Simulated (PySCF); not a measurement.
## ECD: `C[Si@H]1OC[C@H](C#N)O1`, C₄H₇NO₂Si

Geometry (Å), atoms numbered from 1 in this order:
```xyz
15

C    -2.4074   -0.6855   -0.6982
Si   -0.5663   -0.3163   -0.8334
O    -0.1736    1.2377   -0.4577
C     0.7679    1.3298    0.5604
C     1.1878   -0.1165    0.9653
C     2.5232   -0.3910    0.4684
N     3.5662   -0.6012    0.0521
O     0.2663   -1.0063    0.4116
H    -2.6106   -1.6919   -1.0443
H    -2.7843   -0.5960    0.3166
H    -2.9668   -0.0035   -1.3279
H     0.0489   -0.6577   -2.1120
H     1.6345    1.8984    0.2075
H     0.3216    1.8507    1.4135
H     1.1882   -0.2425    2.0560
```

Level of theory: TDDFT LC-wPBE/aug-cc-pVDZ circular dichroism and optical rotation, one conformer, gas phase in PySCF. Geometry: GFN2-xTB.

Question: Assign R or S to each stereocentre.

Answer: Si2 S, C5 S.

Question: Which excitations and rotatory strengths does the calculation give?

Answer: Rotatory strengths R in 10⁻⁴⁰ esu² cm², velocity form and length form (origin at the centre of mass); f in length form.
| state | E (eV) | λ (nm) | f | R (velocity) | R (length) | main |
| --- | --- | --- | --- | --- | --- | --- |
| 1 | 7.58 | 164 | 0.0008 | +3.1 | +3.2 | HOMO−2→LUMO+11 0.15, HOMO−2→LUMO+8 0.14 |
| 2 | 7.78 | 159 | 0.003 | -12.6 | -12.2 | HOMO→LUMO 0.17, HOMO→LUMO+8 0.13 |
| 3 | 7.94 | 156 | 0.006 | +14.7 | +15.2 | HOMO→LUMO 0.20, HOMO→LUMO+7 0.19 |
| 4 | 8.12 | 153 | 0.013 | -21.1 | -21.1 | HOMO−1→LUMO 0.14, HOMO−1→LUMO+8 0.11 |
| 5 | 8.25 | 150 | 0.003 | +5.7 | +5.6 | HOMO−3→LUMO+11 0.08 |
| 6 | 8.34 | 149 | 0.007 | +2.5 | +2.5 | HOMO−3→LUMO+13 0.17, HOMO−3→LUMO+14 0.10 |
| 7 | 8.54 | 145 | 0.125 | +20.5 | +20.4 | HOMO→LUMO+1 0.35, HOMO→LUMO+9 0.08 |
| 8 | 8.59 | 144 | 0.007 | -4.2 | -4.8 | HOMO→LUMO+7 0.12, HOMO−1→LUMO+1 0.10 |
| 9 | 8.74 | 142 | 0.049 | +27.0 | +27.2 | HOMO→LUMO 0.16, HOMO−1→LUMO 0.13 |
| 10 | 8.81 | 141 | 0.029 | +18.3 | +17.7 | HOMO→LUMO+2 0.36, HOMO→LUMO+3 0.24 |
| 11 | 8.91 | 139 | 0.011 | -27.4 | -27.1 | HOMO−2→LUMO 0.28 |
| 12 | 9.05 | 137 | 0.017 | -16.7 | -15.8 | HOMO→LUMO+3 0.13, HOMO→LUMO+6 0.10 |
| 13 | 9.15 | 136 | 0.043 | +12.0 | +11.3 | HOMO−1→LUMO+3 0.11, HOMO→LUMO+5 0.08 |
| 14 | 9.27 | 134 | 0.051 | -14.6 | -13.5 | HOMO→LUMO+5 0.11, HOMO−1→LUMO+2 0.10 |
| 15 | 9.29 | 133 | 0.0008 | -3.3 | -3.8 | HOMO−2→LUMO+1 0.08 |
| 16 | 9.35 | 133 | 0.036 | +8.5 | +8.2 | HOMO−1→LUMO+14 0.14, HOMO−1→LUMO 0.09 |

Among the states computed, the strongest CD band (largest |R|) is state 11. The largest dissymmetry factor in size, g = 4R/(D+G), with D and G the electric and magnetic dipole strengths, is -0.065 for state 15 (velocity form, f = 0.0007), among bands with |R| over 0.5. The mirror image has the same energies and oscillator strengths and all R with the opposite sign.
